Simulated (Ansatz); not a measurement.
Stepwise reaction of `[SiH3][O][GeH3]` with water, as a gas-phase model of exchange steps in deposition or etching. ΔE in kJ/mol.

Calculated with Ansatz (gas phase, PBE0-D4/def2-TZVP geometries, no zero-point term in ΔE). CCSD(T)/CBS adds triple-zeta CCSD(T) − MP2 to the extrapolated MP2 energy (def2 sets, frozen cores). This one scheme is used for every species. Functionals use def2-TZVPP. B3LYP here is the variant with VWN-RPA as its local correlation; programs differ in this. For Ge outer-core shells are correlated without core-valence functions, which leaves a few kJ/mol of doubt a bond. Scalar relativity is left out up to krypton. One conformer a species, not always the lowest.

| step | reaction | PBE-D4 | B3LYP-D4 | ωB97M-V | CCSD(T)/CBS |
| --- | --- | --- | --- | --- | --- |
| 1 | `[SiH3][O][GeH3]` + H₂O → `O[SiH2][O][GeH3]` + H₂ | -89.3 | -94.5 | -95.7 | -92.9 |
| 2 | `O[SiH2][O][GeH3]` + H₂O → `O[SiH](O)[O][GeH3]` + H₂ | -95.7 | -102.1 | -103.6 | -100.3 |
| 3 | `O[SiH](O)[O][GeH3]` + H₂O → `[OH][GeH2][O][SiH](O)O` + H₂ | -29.2 | -31.3 | -31.4 | -29.0 |

Problem. By hand: ΔE of the 3 steps together at CCSD(T)/CBS.

Solution. (-92.9) + (-100.3) + (-29.0) = -222.2 kJ/mol, or -74.1 kJ/mol a step.

In ΔE step 2 is the lowest and step 3 the highest. All are downhill at CCSD(T)/CBS. PBE-D4 differs from CCSD(T)/CBS by -0.2 to 4.6 kJ/mol a step. Isolated molecules leave out the surface, adducts and barriers. Largest T1 diagnostic: 0.012.
